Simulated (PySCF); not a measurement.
A structure optimised at B3LYP-D3(BJ)/def2-SVP, used in a PySCF frequency run:

```xyz
14

B      0.0118     0.4071     0.4494
C     -1.2751    -0.2838     1.0584
H     -1.0973    -1.3682     1.1719
H     -2.1293    -0.1954     0.3646
H     -1.5895     0.1105     2.0396
C      0.5470     0.0762    -1.0019
C      0.1793    -1.2955    -1.5787
H      1.6396     0.2350    -1.0287
H      0.1346     0.8727    -1.6557
H     -0.9125    -1.4429    -1.6163
H      0.5928    -2.1150    -0.9670
H      0.5614    -1.4310    -2.6035
O      0.7133     1.3466     1.1465
H      0.3271     1.5446     2.0091
```
Charge 0, spin multiplicity 1.

**Question.** Write its SMILES and formula.

**Answer.** CCB(C)O, C3H9BO

**Question.** What are its rotational constants (standard atomic weights)?

**Answer.** 7.1892, 3.4061, 2.4510 GHz
